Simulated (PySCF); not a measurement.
# One molecule, several mistakes: BCFH4N

These are calculations, not measurements. They come from PySCF 2.14.0, an open-source quantum chemistry program, on an isolated molecule that a program drew, which may never have been made. The molecule is BCFH4N (charge 0, doublet), drawn as the SMILES string `[CH2]NBF`.

Each row is a Hartree-Fock (HF) and frozen-core CCSD(T) single point in the cc-pVDZ basis, meant for a local HF minimum. Run 1 is clean. Each other run has one planted mistake out of seven kinds, and not every kind appears here: one electron removed, one electron added, multiplicity raised by two, geometry at a saddle point, minimal basis STO-3G, one bond length entered in bohr, all coordinates scaled. The reference is restricted for singlets and unrestricted otherwise, and also for a bond in bohr. Adding or removing an electron swaps singlet and doublet. Electrons count all cores. HOMO and LUMO are orbital energies over both spins, the gradient is its largest component, and the lowest frequency (negative if imaginary) is given only where the gradient is small. Bond lengths are over the 7 bonds as drawn. T1 is the CCSD diagnostic: over 0.02 (restricted) or 0.045 (unrestricted) a single reference is doubtful.

Geometry of the clean run:
```xyz
8
BCFH4N, angstrom
C     0.3522    0.0305    0.5120
N     1.1656    0.6719   -0.4270
B     2.3796    0.2075   -0.9392
F     2.8378   -0.9924   -0.5552
H    -0.6657    0.3774    0.6147
H     0.6085   -0.9847    0.7721
H     0.8513    1.5737   -0.7192
H     3.0172    0.8551   -1.7163
```

```
run  electrons  basis functions  <S^2>  HOMO (eV)  LUMO (eV)  gradient (hartree/bohr)  lowest frequency (cm^-1)  mean bond (Å)  longest bond (Å)      T1  HF (hartree)  CCSD(T) (hartree)                          mistake
  1         31               76  0.762      -8.51       3.59                  1.7e-05                       246         1.2128             1.398  0.0160    -218.83620         -219.43913                         no fault
  2         31               76  1.522     -10.97       1.95                  3.2e-02                         -         1.3905             2.642  0.0401    -218.66653         -219.24749  one bond length entered in bohr
  3         31               76  0.761      -8.09       3.85                  8.8e-02                         -         1.1364             1.310  0.0142    -218.79753         -219.38936           all coordinates scaled
  4         31               76  0.763      -8.31       3.75                  5.3e-05                      -424         1.2117             1.396  0.0159    -218.83591         -219.43905       geometry at a saddle point
  5         31               24  0.762      -6.81       7.89                  2.7e-02                         -         1.2128             1.398  0.0180    -215.92758         -216.11619             minimal basis STO-3G
  6         30               76  0.000     -19.76      -5.79                  1.2e-01                         -         1.2128             1.398  0.0226    -218.57203         -219.17226                                ?
```

**Which mistake was planted in run 6, and what did it cost?**

It counts 30 electrons, one fewer than the clean run, at the same geometry and basis. So the mistake is: one electron removed. Subtracting run 1 and multiplying by 627.51 kcal/mol a hartree, the energy moved by 165.8 kcal/mol in HF and 167.5 kcal/mol in CCSD(T).

Cautions from the logs. Run 6: T1 is over the limit, so its CCSD(T) energy is less reliable.
